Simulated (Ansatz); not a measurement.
`C#[C][Al]([Cl])[Cl]` + `CC` → `C[CH2][Al]([Cl])[Cl]` + `C#C` at 500 K and 1 bar (formal exchange of groups at the Al–C bond).

Calculated with Ansatz (gas phase, PBE0-D4/def2-TZVP geometries, no zero-point term in ΔE). CBS: MP2 limit from def2 TZ/QZ plus the TZ coupled-cluster correction, frozen cores. This one scheme is used for every species. One conformer a species, not always the lowest.

```csv
species,CCSD(T)/CBS energy (Eh),H − E (kJ/mol),S (J/(mol·K))
`C#[C][Al]([Cl])[Cl]`,-1238.37391,98.0,394.8
`CC`,-79.71954,220.5,259.9
`C[CH2][Al]([Cl])[Cl]`,-1240.84163,225.8,440.3
`C#C`,-77.22717,90.7,225.3
```

H − E and S are ideal-gas, rigid-rotor, harmonic terms from PBE0-D4/def2-TZVP, for one conformer and one mirror image of each species. 1 Eh = 2625.50 kJ/mol, R = 8.31446 J/(mol·K).

Task: By hand: ΔE, ΔH, ΔS and ΔG.

Result: ΔE = (-1240.84163) + (-77.22717) − (-1238.37391) − (-79.71954) = 0.02465 Eh = 64.7 kJ/mol. Δ(H − E) = 225.8 + 90.7 − 98.0 − 220.5 = -2.0, so ΔH = 62.7 kJ/mol. ΔS = 440.3 + 225.3 − 394.8 − 259.9 = 10.9 J/(mol·K). ΔG = 62.7 − 500 × (10.9)/1000 = 57.2 kJ/mol.

Task: By hand: the equilibrium constant, and the temperature at which ΔG would vanish if ΔH and ΔS stayed fixed.

Result: log₁₀ K = −ΔG/(RT ln 10) = -6.0. ΔG = 0 at ΔH/ΔS = 5752 K, far beyond where these terms or the molecules hold.

The number of gas molecules stays the same, so ΔS is small and ΔH decides. A doubt of 5 kJ/mol in ΔE shifts log₁₀ K by 0.5 here. Other conformers and mirror images would add mixing entropy, several J/(mol·K) or more a flexible species. Modes under 60 cm⁻¹, often nearly free rotors, make the harmonic entropy too high. These are equilibria of isolated gas molecules and say nothing of rates. Largest T1 diagnostic: 0.013 (customary marks: 0.02 for closed shells, 0.045 for open ones).
